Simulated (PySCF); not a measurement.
KSb: frontier orbitals

PBE at R = 3.336 Å; K x2c-SVPall, Sb x2c-SVPall; spin-free X2C with a Gaussian nucleus (PySCF 2.14). State: ³Σ⁻ (triplet), unpaired electrons π ↑↑. Only the outer orbitals are listed, counted within each symmetry.

```json
{"spin": "α", "orbital": "7π", "occ.": "1", "ε (eV)": "-19.13", "on K (%)": "100", "main shells (%)": "100 K p"}
{"spin": "α", "orbital": "7π", "occ.": "1", "ε (eV)": "-19.13", "on K (%)": "100", "main shells (%)": "100 K p"}
{"spin": "α", "orbital": "14σ", "occ.": "1", "ε (eV)": "-19.02", "on K (%)": "100", "main shells (%)": "100 K p"}
{"spin": "α", "orbital": "15σ", "occ.": "1", "ε (eV)": "-11.28", "on K (%)": "2", "main shells (%)": "98 Sb s"}
{"spin": "α", "orbital": "8π", "occ.": "1", "ε (eV)": "-3.81", "on K (%)": "4", "main shells (%)": "96 Sb p"}
{"spin": "α", "orbital": "8π", "occ.": "1", "ε (eV)": "-3.81", "on K (%)": "4", "main shells (%)": "96 Sb p"}
{"spin": "α", "orbital": "16σ", "occ.": "1", "ε (eV)": "-3.61", "on K (%)": "20", "main shells (%)": "80 Sb p, 17 K s"}
{"spin": "α", "orbital": "17σ", "occ.": "0", "ε (eV)": "-1.84", "on K (%)": "91", "main shells (%)": "74 K s, 16 K p, 9 Sb p"}
{"spin": "α", "orbital": "9π", "occ.": "0", "ε (eV)": "-0.19", "on K (%)": "97", "main shells (%)": "96 K p"}
{"spin": "α", "orbital": "9π", "occ.": "0", "ε (eV)": "-0.19", "on K (%)": "97", "main shells (%)": "96 K p"}
{"spin": "β", "orbital": "7π", "occ.": "1", "ε (eV)": "-19.14", "on K (%)": "100", "main shells (%)": "100 K p"}
{"spin": "β", "orbital": "7π", "occ.": "1", "ε (eV)": "-19.14", "on K (%)": "100", "main shells (%)": "100 K p"}
{"spin": "β", "orbital": "14σ", "occ.": "1", "ε (eV)": "-19.03", "on K (%)": "100", "main shells (%)": "100 K p"}
{"spin": "β", "orbital": "15σ", "occ.": "1", "ε (eV)": "-10.08", "on K (%)": "3", "main shells (%)": "97 Sb s"}
{"spin": "β", "orbital": "16σ", "occ.": "1", "ε (eV)": "-3.04", "on K (%)": "34", "main shells (%)": "65 Sb p, 33 K s"}
{"spin": "β", "orbital": "8π", "occ.": "0", "ε (eV)": "-2.31", "on K (%)": "11", "main shells (%)": "89 Sb p, 8 K p"}
{"spin": "β", "orbital": "8π", "occ.": "0", "ε (eV)": "-2.31", "on K (%)": "11", "main shells (%)": "89 Sb p, 8 K p"}
{"spin": "β", "orbital": "17σ", "occ.": "0", "ε (eV)": "-1.86", "on K (%)": "81", "main shells (%)": "56 K s, 24 K p, 18 Sb p"}
```

Which are the highest filled and the lowest empty level, where do they sit, and how wide is the gap?

Highest filled β 16σ at -3.04 eV (in %: 65 Sb p, 33 K s); lowest empty β 8π at -2.31 eV (in %: 89 Sb p, 8 K p); the gap at PBE is 0.73 eV.

```json
{
 "bond order (Mayer)": "1.01",
 "⟨S²⟩": "2.035",
 "charge on K (Mulliken, basis-dependent)": "0.32",
 "charge on K (Löwdin, basis-dependent)": "0.19",
 "dipole moment (positive dipole means K(−)Sb(+))": "-7.44 D",
 "polarisability along the bond": "243.6 bohr³",
 "polarisability across the bond": "97.7 bohr³"
}
```

Spin–orbit coupling is left out. The state was picked by a PBE0 search and need not be the measured ground state.
